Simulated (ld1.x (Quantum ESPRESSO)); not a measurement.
# Configuration tests for Sb (TM)

* Element: Sb (Z = 51)
* Generator: ld1.x (Quantum ESPRESSO) 7.5
* Type: norm-conserving Troullier–Martins (Kleinman–Bylander form)
* Functional: LDA (PZ)
* Relativity: scalar-relativistic
* Frozen core: [Kr] 4d10
* Valence charge: 5
* Reference configuration: 5s2 5p3
* Partial waves: 5s (bound): rc 1.65 bohr; 5p (bound): rc 1.85 bohr; 5d channel at 0.25 Ry: rc 2.05 bohr
* Local potential: the d channel
* Core correction: a·sin(br)/r model core, default radius (core density twice the valence density)

Energies are relative to the spin-unpolarised reference configuration 5s2 5p3; without spin polarisation the order of configurations can differ from experiment. Spin-polarised rows fill each open shell by Hund’s rule, majority spin first. Not all tests gave a result: 1 of 9 tests not solved or not reliable. Left out of the table: 5s1 5p0 (solver errors, printed error -3.8 eV). The frozen-core shift is the all-electron ΔE with the core orbitals held at their reference shape minus the fully relaxed ΔE.

```json
{"valence configuration": "5s2 5p2", "charge": "+1", "ΔE all-electron (eV)": "8.521", "error AE − PS (meV)": "-6.4", "frozen-core shift (meV)": "+8.2"}
{"valence configuration": "5s2 5p1", "charge": "+2", "ΔE all-electron (eV)": "24.774", "error AE − PS (meV)": "-35", "frozen-core shift (meV)": "+54"}
{"valence configuration": "5s2 5p0", "charge": "+3", "ΔE all-electron (eV)": "49.559", "error AE − PS (meV)": "-109", "frozen-core shift (meV)": "+195"}
{"valence configuration": "5s1 5p3", "charge": "+1", "ΔE all-electron (eV)": "17.339", "error AE − PS (meV)": "-30", "frozen-core shift (meV)": "+33"}
{"valence configuration": "5s2 5p2.5", "charge": "+0.5", "ΔE all-electron (eV)": "3.355", "error AE − PS (meV)": "-1.5", "frozen-core shift (meV)": "+1.7"}
{"valence configuration": "5s2 5p2 (spin-polarised)", "charge": "+1", "ΔE all-electron (eV)": "7.930", "error AE − PS (meV)": "-6.3", "frozen-core shift (meV)": "+15"}
```

Problem. What are ΔE and the potential's error for 5s1 5p4?

Solution. ΔE = 8.209 eV all-electron; the error (AE − PS) is -11 meV.

Problem. What are ΔE and the potential's error for 5s2 5p3 (spin-polarised)?

Solution. ΔE = -1.092 eV all-electron; the error (AE − PS) is +0.1 meV.

Note: ghost states, extra bound levels that the all-electron valence spectrum of the same l lacks: s at -464.0 eV, p at -210.0 eV. A true bound ghost makes a file unfit for plane-wave use.
